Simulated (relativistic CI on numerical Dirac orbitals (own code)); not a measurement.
Calculated at this level of theory: Dirac-Coulomb-Breit CI, orbitals from a KLI potential per configuration, model QED (radiative potential, 1s self-energy scaled to tabulated hydrogen-like ionisation energies), unscaled Slater integrals (own radial code, finite nucleus).

Configurations in the expansion (outside the closed core [Ne]): 3s2.3p6.3d5, 3s2.3p5.3d6, 3s2.3p4.3d7, 3s.3p6.3d6, 3p6.3d7, 3s.3p5.3d7, 3s2.3p6.3d4.4s, 3s2.3p6.3d4.4p, 3s2.3p4.3d6.4s, 3s2.3p6.3d4.4d, 3s2.3p4.3d6.4p, 3s2.3p5.3d5.4s, 3s2.3p6.3d4.4f, 3s.3p5.3d6.4s, 3s2.3p5.3d5.4p, 3s.3p5.3d6.4p, 3p6.3d6.4s, 3s2.3p6.3d3.4s2, 3p6.3d6.4p, 3s2.3p6.3d3.4s.4p, 3s2.3p6.3d4.5s, 3p6.3d5.4s2. Levels of other configurations are missing.

At this charge energies of transitions that change n are usually good to better than 1 %, and those within a shell (Δn = 0) to a few per cent.

Outline of the computed level scheme of Os LIV. Lowest level of each configuration: 3s2.3p6.3d5 2D_5/2 at 0.000 eV; 3s2.3p5.3d6 4G°_11/2 at 395.915 eV.

Some strong electric-dipole decays among the lowest 45 levels: 3s2.3p5.3d6 2D°_5/2 → 3s2.3p6.3d5 2D_5/2 (2.0e+12 s⁻¹); 3s2.3p5.3d6 4D°_7/2 → 3s2.3p6.3d5 2D_5/2 (6.7e+11 s⁻¹); 3s2.3p5.3d6 4D°_7/2 → 3s2.3p6.3d5 2D_5/2 (1.4e+11 s⁻¹); 3s2.3p5.3d6 2P°_1/2 → 3s2.3p6.3d5 4D_3/2 (1.3e+10 s⁻¹); 3s2.3p5.3d6 4G°_11/2 → 3s2.3p6.3d5 2H_11/2 (1.1e+10 s⁻¹); 3s2.3p5.3d6 4F°_9/2 → 3s2.3p6.3d5 4G_7/2 (9.5e+09 s⁻¹); 3s2.3p5.3d6 4D°_7/2 → 3s2.3p6.3d5 2G_9/2 (9.4e+09 s⁻¹); 3s2.3p5.3d6 4G°_11/2 → 3s2.3p6.3d5 2G_9/2 (8.6e+09 s⁻¹).

LS names give the leading component of a level, which can be under half, so a name can repeat, a term be missing and a line seem to break the LS rules.
